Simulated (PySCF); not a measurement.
**Highest orbital energy against ionisation energy along the third row**

Calculated with PySCF 2.14, no spin-orbit coupling. Each cell gives −ε(HOMO) / ΔSCF in eV; NIST values include spin-orbit coupling, (s) semi-empirical, (t) theoretical.

```
                                                                                species              UHF              LDA              PBE             PBE0           r2SCAN  NIST (lowest levels)
Al²⁺ (x2c-QZVPPall with one added diffuse shell each of s, p, d, f type, spin-free X2C)  28.110 / 28.089  24.588 / 28.877  24.482 / 28.874  25.501 / 28.736  24.698 / 28.438                28.448
Si²⁺ (x2c-QZVPPall with one added diffuse shell each of s, p, d, f type, spin-free X2C)  32.228 / 32.019  28.659 / 33.592  28.532 / 33.447  29.689 / 33.309  28.714 / 32.936                33.493
 P²⁺ (x2c-QZVPPall with one added diffuse shell each of s, p, d, f type, spin-free X2C)  29.978 / 29.580  24.799 / 30.196  24.945 / 30.233  26.362 / 30.255  25.405 / 30.366                30.203
 S²⁺ (x2c-QZVPPall with one added diffuse shell each of s, p, d, f type, spin-free X2C)  34.721 / 34.150  28.852 / 34.867  28.941 / 34.822  30.569 / 34.865  29.474 / 35.013      34.86 ± 0.04 (s)
Cl²⁺ (x2c-QZVPPall with one added diffuse shell each of s, p, d, f type, spin-free X2C)  39.693 / 38.955  33.030 / 39.658  33.085 / 39.570  34.945 / 39.654  33.763 / 39.814       39.8 ± 0.11 (s)
Ar²⁺ (x2c-QZVPPall with one added diffuse shell each of s, p, d, f type, spin-free X2C)  40.436 / 39.386  34.102 / 40.840  34.152 / 40.711  36.009 / 40.712  34.576 / 40.675    40.735 ± 0.012 (s)
```

How far is −ε(HOMO) from ΔSCF on average for each method, and why?

UHF 0.50 eV; LDA -5.67 eV; PBE -5.59 eV; PBE0 -4.08 eV; r2SCAN -5.10 eV. Hartree-Fock orbital energies lack relaxation and so exceed the ΔSCF value; semilocal functionals have convex E(N) from self-interaction, so their HOMO lies far too high; exact exchange moves hybrids part of the way back.
